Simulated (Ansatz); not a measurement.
Start from `[OH][Ta]([OH])([OH])([OH])[Cl]` and change one atom or group to get `[OH][Ta]([OH])([OH])([OH])[F]`.

Ansatz, PBE0-D4/def2-TZVP geometries, multiplicity 1. Each molecule was computed in one conformer, which needn't be the lowest.

Elements past krypton have def2 core potentials.

```
                                          property  `[OH][Ta]([OH])([OH])([OH])[Cl]`
           HOMO–LUMO gap (ωB97M-V/def2-TZVPP) / eV                             11.35
             LUMO energy (ωB97M-V/def2-TZVPP) / eV                              0.65
size of the dipole moment (ωB97M-V/def2-TZVPP) / D                              1.53
                HOMO energy (PBE0/def2-TZVPP) / eV                             -8.41
             HOMO–LUMO gap (B3LYP/def2-TZVPP) / eV                              6.38
                 LUMO energy (PBE/def2-TZVPP) / eV                             -2.33
```

(1) Give the same properties after the change, and the shifts. (An estimate is asked.)

Answers

(1) Ansatz gave: 
```csv
property,`[OH][Ta]([OH])([OH])([OH])[F]`,shift
HOMO–LUMO gap (ωB97M-V/def2-TZVPP) / eV,12.55,1.20
LUMO energy (ωB97M-V/def2-TZVPP) / eV,1.01,0.36
size of the dipole moment (ωB97M-V/def2-TZVPP) / D,3.25,1.72
HOMO energy (PBE0/def2-TZVPP) / eV,-9.11,-0.70
HOMO–LUMO gap (B3LYP/def2-TZVPP) / eV,7.41,1.03
LUMO energy (PBE/def2-TZVPP) / eV,-2.03,0.30
```

With PBE0 the HOMO falls by 0.70 eV and the LUMO rises by 0.34 eV, so the gap widens by about 1.04 eV. PBE moves the HOMO by -0.46 eV and ωB97M-V by -0.83 eV. Dipoles are sizes alone; their direction can turn.

B3LYP here is the variant with VWN-RPA as its local correlation; programs differ in this.

Positive LUMOs are unbound, so they and the gaps depend on the basis.
